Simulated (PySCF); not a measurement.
## Do core-level shifts follow atomic charges?

Species: C3H5B.
Numbering: `[BH2:1][C:2]#[C:3][CH3:4]`

Binding energies: delta-SCF UKS SCAN, pcX-2 on the ionised atom, pcseg-1 elsewhere, spin-free X2C in PySCF 2.14.0. Charges: PBE0/pcSseg-1 ground-state density, for the ionised atom.

```
atom         environment  C 1s (eV)  Mulliken (e)  IAO (e)  Hirshfeld (e)  ESP (e)
  C2       alkyne carbon     289.98        -0.228   -0.175         -0.140   -0.482
  C3       alkyne carbon     290.81        -0.169   +0.028         -0.003   +0.243
  C4  propargylic carbon     291.94        -0.188   -0.430         -0.089   -0.519
```

Task: How well does each charge scheme correlate with the binding energies over these sites?

Result: Mulliken: r = 0.60, slope 19.5 eV per e; Hirshfeld: r = 0.29, slope 4.1 eV per e; ESP: r = -0.13, slope -0.3 eV per e; IAO: r = -0.63, slope -2.7 eV per e. Mulliken charges have the highest r, on only 3 points.

Task: The point-charge model writes a binding energy as kq + V + constant, with V the potential of the other atoms' charges at the site. What does it give with the Mulliken charges?

Result: V = Σ 14.40 eV Å × q/r over all other atoms: +0.24 eV at C2, -0.68 eV at C3, +3.78 eV at C4. Fitting binding energy − V to q gives k = 19.0 eV per e and leaves an rms residual of 1.28 eV, against 0.65 eV for the fit on q alone. The model has no term for differences in relaxation between sites.

The unrestricted hole states depart most from a pure doublet (⟨S²⟩ = 0.75; over 0.85 named) for C 1s of C3 (0.88), which makes this value less certain. Isolated species at its PBE0-D3(BJ)/def2-SVP geometry, gas phase.
